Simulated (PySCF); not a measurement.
Compound: vinylcyanodiacetylene, C₇H₃N.
Bonds: C1–C2 (double), C2–C3, C3–C4 (triple), C4–C5, C5–C6 (triple), C6–C7, C7–N8 (triple). Hydrogens: H9, H10 on C1; H11 on C2.

Computed with PySCF at PBE0/pcSseg-1 and PBE0/def2-SVPD, non-relativistic, on one gas-phase PBE0-D3(BJ)/def2-SVP geometry that isn't relaxed in the solvent. The solvent is an IEF-PCM continuum (Bondi radii, 1.10 Å for H, scaled by 1.2). Specific hydrogen bonds and non-electrostatic terms are outside this model.

Gas phase at PBE0/pcSseg-1: HOMO -7.54 eV, LUMO -2.80 eV, dipole 6.19 D.

Problem. What does the continuum do to the energy, the frontier levels and the dipole at PBE0/pcSseg-1 in tetrahydrofuran and water?

Solution. 
```
        solvent      ε  E(solvent) − E(gas) (kcal/mol)  polarisation term (kcal/mol)  distortion of the solute (kcal/mol)  HOMO (eV)  LUMO (eV)  dipole (D)
tetrahydrofuran  7.426                           -4.26                         -5.22                                 0.96      -7.40      -2.70        8.23
          water  78.36                           -5.20                         -6.65                                 1.45      -7.38      -2.69        8.67
```

The first energy column is the sum of the next two and covers electrostatics alone. From tetrahydrofuran to water the lowering changes by a factor 1.22, Onsager's factor (ε − 1)/(2ε + 1) by 1.21 and ε itself by 10.6.

Problem. Which radius a makes the point-dipole formula ΔE = −[(ε − 1)/(2ε + 1)]·μ²/a³ give the value in water, with the gas-phase dipole?

Solution. μ = 2.435 au and |ΔE| = 0.00829 Eh give a = 3.73 Å; the farthest nucleus lies 5.56 Å from the centroid of the nuclei, so such a sphere wouldn't even hold the nuclei. The formula assumes a rigid point dipole at the centre of a sphere.

Problem. Which Mulliken charges (PBE0/pcSseg-1) respond most in tetrahydrofuran (means over atoms taken as equivalent)?

Solution. 
| atoms | environment | gas (e) | solvent (e) | change |
| --- | --- | --- | --- | --- |
| N8 | nitrile nitrogen | -0.217 | -0.279 | -0.062 |
| C7 | nitrile carbon | -0.069 | -0.046 | +0.023 |
| C4 | alkyne carbon | +0.097 | +0.077 | -0.020 |
| H11 | vinylic hydrogen | +0.155 | +0.173 | +0.018 |
| H9 | vinylic hydrogen | +0.145 | +0.162 | +0.017 |
| C3 | alkyne carbon | +0.027 | +0.042 | +0.015 |
| C5 | alkyne carbon | +0.160 | +0.173 | +0.013 |
| H10 | vinylic hydrogen | +0.145 | +0.157 | +0.012 |
| C6 | alkyne carbon | -0.027 | -0.039 | -0.012 |
| C2 | alkene CH carbon | -0.291 | -0.301 | -0.010 |
| C1 | terminal =CH2 carbon | -0.124 | -0.118 | +0.006 |

Problem. Which Mayer bond orders change most in tetrahydrofuran?

Solution. 
```json
{"bond": "C6–C7", "length (Å)": "1.368", "gas": "1.162", "solvent": "1.179", "change": "+0.017"}
{"bond": "C3–C4", "length (Å)": "1.225", "gas": "1.982", "solvent": "1.969", "change": "-0.013"}
{"bond": "C7–N8", "length (Å)": "1.165", "gas": "2.860", "solvent": "2.871", "change": "+0.011"}
{"bond": "C5–C6", "length (Å)": "1.225", "gas": "1.855", "solvent": "1.844", "change": "-0.011"}
{"bond": "C1–C2", "length (Å)": "1.343", "gas": "1.886", "solvent": "1.876", "change": "-0.010"}
{"bond": "C2–H11", "length (Å)": "1.097", "gas": "0.922", "solvent": "0.915", "change": "-0.007"}
{"bond": "C1–H9", "length (Å)": "1.092", "gas": "0.946", "solvent": "0.941", "change": "-0.005"}
{"bond": "C4–C5", "length (Å)": "1.357", "gas": "1.038", "solvent": "1.043", "change": "+0.005"}
```

Gas phase at PBE0/def2-SVPD: HOMO -7.52 eV, LUMO -2.79 eV, dipole 6.22 D.

Problem. What does the continuum do to the energy, the frontier levels and the dipole at PBE0/def2-SVPD in tetrahydrofuran and water?

Solution. 
```
        solvent      ε  E(solvent) − E(gas) (kcal/mol)  polarisation term (kcal/mol)  distortion of the solute (kcal/mol)  HOMO (eV)  LUMO (eV)  dipole (D)
tetrahydrofuran  7.426                           -4.30                         -5.34                                 1.04      -7.38      -2.69        8.34
          water  78.36                           -5.27                         -6.83                                 1.56      -7.36      -2.68        8.81
```

Problem. How does the static polarisability (PBE0/def2-SVPD, frozen core, with the continuum's full static response) change?

Solution. 
```json
{"medium": "gas", "isotropic (au)": "117.8", "principal values (au)": "48.6, 59.0, 245.7", "⟨r²⟩ of the electrons (bohr²)": "1829.4"}
{"medium": "tetrahydrofuran", "isotropic (au)": "160.0", "principal values (au)": "60.5, 74.6, 345.0", "⟨r²⟩ of the electrons (bohr²)": "1830.6"}
{"medium": "water", "isotropic (au)": "171.1", "principal values (au)": "64.5, 79.4, 369.4", "⟨r²⟩ of the electrons (bohr²)": "1830.9"}
```

The isotropic value in water is 1.45 times the gas-phase one; no cavity-field correction is applied. ⟨r²⟩ is taken about the centre of nuclear charge.
